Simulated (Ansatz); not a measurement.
# A ladder of methods for CH2NSn (SMILES N#[C][SnH2])

CH2NSn: 5 atoms, total charge 0, spin state doublet. As SMILES, `N#[C][SnH2]`. The shape was relaxed beforehand at r2SCAN/def2-SVP.

```xyz
5

N     0.8370   -1.5450    1.6794
C     0.5081   -0.8540    0.7975
Sn    0.0135    0.3337   -0.9028
H    -1.6563    0.0395   -1.1845
H     0.3476    1.9522   -0.4310
```

Quantity: the dissociation energy of the C2–N1 bond into singlet CH2Sn and quartet N (shapes relaxed at r2SCAN/def2-SVP, no zero-point term), in eV. The values are calculated.

```
                                level                    kind  program  value (eV)  CPU time (all runs)
   USVWN5/def2-TZVPP (core potential)                     LDA   Ansatz       10.52                1.9 s
     UPBE/def2-TZVPP (core potential)                     GGA   Ansatz        9.75                3.4 s
 U-r2SCAN/def2-TZVPP (core potential)                meta-GGA   Ansatz        9.47                6.8 s
   UB3LYP/def2-TZVPP (core potential)           global hybrid   Ansatz        9.46                  5 s
 UPBE0-D4/def2-TZVPP (core potential)           global hybrid   Ansatz        9.59                  4 s
U-wB97M-V/def2-TZVPP (core potential)  range-separated hybrid   Ansatz        9.66                 19 s
  RPA@PBE/def2-TZVPP (core potential)                     RPA   Ansatz        8.69                 10 s
     UMP2/def2-TZVPP (core potential)     perturbation theory   Ansatz        9.73                6.9 s
```

Spin-orbit coupling, which can split open shells on such heavy atoms by tenths of an eV, is left out. The values span 8.69 to 10.52 eV. A fragment with an even electron count was run as a singlet and may have a lower triplet. Measured bond enthalpies also hold zero-point and thermal terms, a few tenths of an eV less. In the correlated wave-function rows the outer d shell of Sn is correlated, in sets not made for it. CPU times are rough (shared hosts, several kinds of processor): they show what a rung costs within a factor of a few.
